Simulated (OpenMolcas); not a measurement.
# Rh⁺: CASPT2 settings compared

* Program: OpenMolcas
* Basis: ANO-RCC-VDZ [6s5p3d]
* Scalar Hamiltonian: DKH4, point nucleus
* Active space: 8 electrons in 6 orbitals (4d 5s)
* State averaging: 2S+1 = 3 even, 10 roots; 2S+1 = 1 even, 14 roots kept (CI in the orbitals of an earlier block)
* Spin-orbit coupling: state interaction with AMFI integrals over the reference wave functions, term energies averaged over their components

Methods on the same reference wave functions:
A. CASSCF
B. SS-CASPT2, IPEA 0.75 Eh, no level shift (closed shells correlated: 4s 4p)
C. XMS-CASPT2, IPEA 0.1 Eh, sigma1 regulariser 0.1 Eh (closed shells correlated: 3d 4s 4p)
D. XMS-CASPT2, IPEA 0.4 Eh, no level shift (closed shells correlated: 4s 4p)

Energies in cm-1 above 4d8 3F4, the measured ground level; measured values from NIST Handbook of Basic Atomic Spectroscopic Data.

| Level | A | B | C | D | Measured |
| --- | --- | --- | --- | --- | --- |
| 4d8 3F4 | 0.0 | 0.0 | 0.0 | 0.0 | 0.0 |
| 4d8 3F3 | 2396 | 2400 | 2400 | 2400 | 2401 |
| 4d8 3F2 | 3729 | 3620 | 3600 | 3610 | 3581 |
| 4d8 3P1 | 13489 | 12010 | 11670 | 11820 | 10515 |
| 4d8 3P0 | 14066 | 12590 | 12250 | 12400 | 10761 |

Deviations, from unrounded energies. A percentage is the sum of absolute deviations over the sum of measured energies, with the sign that they share, or ± where signs differ.

```tsv
Against measurement	Levels	A	B	C	D
mean absolute deviation (cm-1)	4	1600	840	670	740
fine structure of the ground term (%)	2	±2.6	±0.7	±0.4	±0.5
other terms of the ground configuration (%)	2	+29.5	+15.6	+12.4	+13.9
```

C lies closest to measurement on these levels and A furthest from it. The largest miss of C in the table is 4d8 3P0, by +1500 cm-1. The ranking rests on the paired levels alone, and a cruder setting can come out closer through cancelling errors.

Among B to D the level of the table that moves most is 4d8 3P1, by 340 cm-1 (lowest in C, highest in B). Moves below CASPT2's spread within the term are not significant.

The mean deviations of B to D differ by less than CASPT2's widest spread within a term (450 cm-1), so their order carries little weight.

The lowest spin-free term lies below A's lowest term by 0.142 hartree in B, 0.160 hartree in C, 0.147 hartree in D.

CASPT2 does not keep the components of a term degenerate, so their means are used; among the terms shown or strongly mixed into the levels shown the widest spread is 450 cm-1 (4d8 3F, D). Without dynamic correlation excited terms often stand tens of per cent too high (terms of higher spin than the ground term too low), and those without a measured partner can miss by more than the paired ones (holds for A). Some terms miss by over 15 % even with CASPT2, which points to a basis or an active space too small for the shells correlated (holds for B; D). Computed and measured levels are paired by configuration, term and J; levels that our copy of the source lacks, or whose pairing is in doubt (as where it misses far off the trend of its configuration), stay unpaired and out of the deviations. Levels of configurations outside the active space are missing. The table leaves out levels that lie high or whose names do not pair safely across all columns.
